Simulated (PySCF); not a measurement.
**Electronic structure of Zn (zinc, neutral) at the UHF level**

Configuration: [Ar] 3d9 4s2 5s1, high-spin 3D determinant (an excited configuration). Calculation: PySCF 2.14, in aug-cc-pwCVTZ-DK (10s9p7d4f3g, 127 functions); scalar relativity by spin-free X2C-1e.

* Total energy: -1793.832791 hartree
* One-electron energy: -2490.5968 hartree
* Hartree (Coulomb) energy: 766.9024 hartree
* Exchange energy: -70.1384 hartree
* ⟨S²⟩: 2.0015
* ⟨L²⟩: 6.013
* Sum of ⟨r⟩: 27.13 bohr
* Sum of ⟨r²⟩: 89.80 bohr²
* Traceless quadrupole moment −½Σ⟨3z² − r²⟩ along its main axis: -0.156 e·bohr²
* Langevin diamagnetic susceptibility: -71.1 ×10⁻⁶ cm³/mol

```tsv
shell	electrons	mean orbital energy (hartree)	spread (hartree)	rms radius, mean of both spins (bohr)
1s α	1	-358.04974	0	0.0580
1s β	1	-358.04893	0	0.0580
2s α	1	-45.88765	0	0.244
2s β	1	-45.84101	0	0.244
2p α	3	-39.68927	0.04849	0.219
2p β	3	-39.64431	0.00288	0.219
3s α	1	-6.35577	0	0.726
3s β	1	-6.24017	0	0.726
3p α	3	-4.42469	0.09460	0.768
3p β	3	-4.28824	0.06666	0.768
3d α	5	-1.28899	0.11450	0.933
3d β	4	-1.22292	0.08831	0.933
4s α	1	-0.54355	0	2.55
4s β	1	-0.52743	0	2.55
5s α	1	-0.09843	0	8.00
```

The outer electron is Rydberg-like, and this basis confines it to a smaller radius and binds it less than a complete one would.

Densities and radii are taken from the X2C orbitals without a picture-change correction, which distorts them close to the nucleus.

Spin-orbit constants ζ (cm⁻¹) from the X2C one-electron operator on these orbitals: bare nucleus, nucleus screened by l(l+1)(2l+1)/3 electrons, and screened by the Breit-Pauli mean field of the electrons.

```tsv
shell	bare	screened nucleus	mean field
2p	133700	124800	n/a
3p	17230	16080	n/a
3d	1806	1204	n/a
```

To first order the Landé constant is A = -602.1 cm⁻¹, so the lowest level has J = 3 and lies 0.149 eV below the centre of the term. This holds in LS coupling only.
